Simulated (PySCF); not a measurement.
Os (osmium, neutral) across methods

[Xe] 4f14 5d6 6s1 7s1, high-spin 7D determinant (an excited configuration). Calculation: PySCF 2.14, in aug-cc-pVTZ-PP with ECP60MDF; scalar relativity through the core potential. The B2PLYP total includes its PT2 part (frozen core); its orbital energies are those of the SCF part.

| method | E (hartree) | mean ε 6s α (eV) | mean ε 5d β (eV) | mean ε 7s α (eV) | Σ⟨r²⟩ (bohr²) | ⟨S²⟩ |
| --- | --- | --- | --- | --- | --- | --- |
| PBE | -90.6135 | -10.285 | -8.899 | -1.684 | 118.7 | 12.001 |
| PBE0 | -90.5794 | -11.098 | -10.254 | -1.926 | 119.3 | 12.002 |
| CAM-B3LYP | -90.5202 | -12.147 | -11.763 | -2.169 | 119.3 | 12.002 |
| B97-3 | -90.5826 | -10.944 | -10.372 | -1.856 | 119.7 | 12.002 |
| LDA | -90.3970 | -10.530 | -8.941 | -1.676 | 117.5 | 12.001 |
| UHF | -89.91912 | -12.927 | -13.292 | -2.392 | 121.3 | 12.005 |
| r2SCAN | -90.6290 | -10.617 | -8.959 | -1.635 | 119.0 | 12.002 |
| B2PLYP | -90.3752 | -11.661 | -11.487 | -1.971 | 120.1 | 12.002 |
| PBEsol | -90.4741 | -10.364 | -8.834 | -1.664 | 118.8 | 12.001 |

Energies and moments cover only the electrons outside the core potential. Spin-orbit coupling, absent here, splits the open shell strongly. The outer electron is Rydberg-like, and this basis confines it to a smaller radius and binds it less than a complete one would.
